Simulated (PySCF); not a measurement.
## Variants of one PySCF input: SeS

Base input, run as `OMP_NUM_THREADS=1 python input.py` with PySCF 2.14:

```python
from pyscf import gto, scf, mp

mol = gto.M(
    atom='Se 0 0 0; S 0 0 1.995',
    basis='cc-pvdz',
    charge=0,
    spin=2,
    verbose=4,
)
mf = scf.UHF(mol)
mf.kernel()
mp.MP2(mf, frozen=14).kernel()
mf.dip_moment()
print('orbital energies (hartree):', [e[max(0, n-3):n+3].round(4) for e, n in zip(mf.mo_energy, mol.nelec)])
```

Base result: E(SCF) = -2797.348248 Eh, 12 cycles, E(MP2) − E(SCF) = -0.23750 Eh, ⟨S²⟩ = 2.030, μz(SCF) = -0.72 D. The bond length is a typed value, not an optimised one. No search for the lowest solution was made.

It ran on Intel Xeon Platinum 8259CL @ 2.50GHz (1 thread, shared host) in 1.7 s, peak memory 0.12 GiB.

Each row names what differs from the base; energies in brackets are changes from the base.

```tsv
change	result	wall time (s)
charge: 0 → 2	not converged: SCF after 50 cycles	1.9
spin (2S): 2 → 4 [a high spin state]	E(SCF) = -2797.142870 Eh (+5.5886 eV), 11 cycles, E(MP2) − E(SCF) = -0.20390 Eh, ⟨S²⟩ = 6.017, μz(SCF) = -0.15 D	1.5
smearing width (hartree): none → 0.05; step after the SCF: mp2 → none [smearing does not keep the typed spin]	E(SCF) = -2797.157189 Eh (+5.1990 eV), 12 cycles, μz(SCF) = -0.76 D	1.3
density fitting: none → weigend [this fitting set is unfit for the basis or for exact exchange; a fit set errs by some meV]	E(SCF) = -2771.662708 Eh, 12 cycles, E(MP2) − E(SCF) = -0.25434 Eh, ⟨S²⟩ = 2.028, μz(SCF) = -0.37 D	0.95
density fitting: none → cc-pvdz-jkfit [this fitting set is unfit for the basis or for exact exchange; a fit set errs by some meV]	E(SCF) = -2796.719540 Eh (+17.1080 eV), 12 cycles, E(MP2) − E(SCF) = -0.23957 Eh, ⟨S²⟩ = 2.029, μz(SCF) = -0.69 D	1.2
frozen orbitals: 14 → 15	E(SCF) = -2797.348248 Eh (+0.0000 eV), 12 cycles, E(MP2) − E(SCF) = -0.23278 Eh, ⟨S²⟩ = 2.030, μz(SCF) = -0.72 D	1.6
level shift (hartree): none → 0.3	E(SCF) = -2797.348248 Eh (+0.0000 eV), 15 cycles, E(MP2) − E(SCF) = -0.23750 Eh, ⟨S²⟩ = 2.030, μz(SCF) = -0.72 D	1.6
Cartesian functions: off → on	E(SCF) = -2797.349794 Eh (-0.0421 eV), 12 cycles, E(MP2) − E(SCF) = -0.24128 Eh, ⟨S²⟩ = 2.030, μz(SCF) = -0.71 D	1.6
charge: 0 → 1; spin (2S): 2 → 1 [another spin of the ion may lie lower]	E(SCF) = -2797.008071 Eh (+9.2567 eV), E(MP2) − E(SCF) = -0.25736 Eh, ⟨S²⟩ = 0.766	1.6
geometry: bond 1.995 → bond 5.985 [an earlier cycle lay lower, so not the lowest solution of its kind] [spin-contaminated]	E(SCF) = -2797.123988 Eh (+6.1024 eV), E(MP2) − E(SCF) = -0.31181 Eh, ⟨S²⟩ = 3.035, μz(SCF) = -1.46 D	1.5
basis set: cc-pvdz → x2c-svpall; spin-free X2C: off → on	E(SCF) = -2826.146135 Eh, 12 cycles, E(MP2) − E(SCF) = -0.34317 Eh, ⟨S²⟩ = 2.028, μz(SCF) = -0.70 D	1.8
functional: none (Hartree–Fock) → m06; SCF type: UHF → UKS; step after the SCF: mp2 → analyze	E(SCF) = -2799.614890 Eh, 9 cycles, ⟨S²⟩ = 2.006, μz(SCF) = -0.93 D	5.5
SCF type: UHF → ROHF	E(SCF) = -2797.338279 Eh (+0.2713 eV), 10 cycles, E(MP2) − E(SCF) = -0.24895 Eh, μz(SCF) = -0.82 D	1.5
geometry: bond 1.995 → bond 2.993 [an earlier cycle lay lower, so not the lowest solution of its kind]	E(SCF) = -2797.171899 Eh (+4.7987 eV), 15 cycles, E(MP2) − E(SCF) = -0.33055 Eh, ⟨S²⟩ = 2.028, μz(SCF) = -0.92 D	1.6
electric field along z (a.u.): none → 0.01	E(SCF) = -2797.348837 Eh (-0.0160 eV), 12 cycles, E(MP2) − E(SCF) = -0.23729 Eh, ⟨S²⟩ = 2.030, μz(SCF) = 1.02 D	1.5
functional: none (Hartree–Fock) → camb3lyp; SCF type: UHF → UKS; step after the SCF: mp2 → analyze	E(SCF) = -2799.839877 Eh, 9 cycles, ⟨S²⟩ = 2.007, μz(SCF) = -0.61 D	7.8
density fitting: none → def2-universal-jkfit	E(SCF) = -2797.348189 Eh (+0.0016 eV), 12 cycles, E(MP2) − E(SCF) = -0.23750 Eh, ⟨S²⟩ = 2.030, μz(SCF) = -0.72 D	1.2
electric field along z (a.u.): none → 0.005	E(SCF) = -2797.347687 Eh (+0.0153 eV), 12 cycles, E(MP2) − E(SCF) = -0.23761 Eh, ⟨S²⟩ = 2.030, μz(SCF) = 0.15 D	1.5
spin-free X2C: off → on [basis contracted without relativity]	E(SCF) = -2820.222390 Eh, 12 cycles, E(MP2) − E(SCF) = -0.23791 Eh, ⟨S²⟩ = 2.029, μz(SCF) = -0.71 D	1.8
PCM solvent, dielectric constant: none → 2.27; step after the SCF: mp2 → analyze	E(SCF) = -2797.348601 Eh (-0.0096 eV), 12 cycles, ⟨S²⟩ = 2.029, μz(SCF) = -0.94 D	4.8
geometry: bond 1.995 → bond 1.596	E(SCF) = -2797.134191 Eh (+5.8248 eV), 10 cycles, E(MP2) − E(SCF) = -0.22141 Eh, ⟨S²⟩ = 2.025, μz(SCF) = -0.28 D	1.8
```

**Question.** Order these changes by how far they move the SCF energy from the base, largest first: (1) SCF type: UHF → ROHF; (2) geometry: bond 1.995 → bond 1.596; (3) geometry: bond 1.995 → bond 2.993; (4) geometry: bond 1.995 → bond 5.985.

**Answer.** (4) +6.1024 eV, (2) +5.8248 eV, (3) +4.7987 eV, (1) +0.2713 eV.
